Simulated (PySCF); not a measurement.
**How methods differ on the ionisation energy of Zn⁺**

Zn⁺ [Ar] 3d10 4s1 (2S) → Zn²⁺ [Ar] 3d10 (1S), as a difference of total energies. Calculation: PySCF 2.14, in cc-pVTZ-PP with ECP10MDF (5s5p4d2f1g, 63 functions); a scalar-relativistic core potential. Correlated levels: valence: 3s2 3p6 frozen. The calculations carry no spin-orbit coupling.

```json
{"method": "UHF", "ionisation energy (eV)": "16.839"}
{"method": "r2SCAN", "ionisation energy (eV)": "18.540"}
{"method": "M06-L", "ionisation energy (eV)": "17.915"}
{"method": "MP2 (valence)", "ionisation energy (eV)": "17.727"}
{"method": "SCS-MP2 (valence)", "ionisation energy (eV)": "17.576"}
```

How much does correlation contribute at MP2 (valence)?

17.727 − (16.839) = 0.888 eV, measured against UHF.

Errors of the correlated levels include the incompleteness of this basis and the frozen core.

For comparison: 17.964 eV (measured; NIST Atomic Spectra Database, ionization energies).
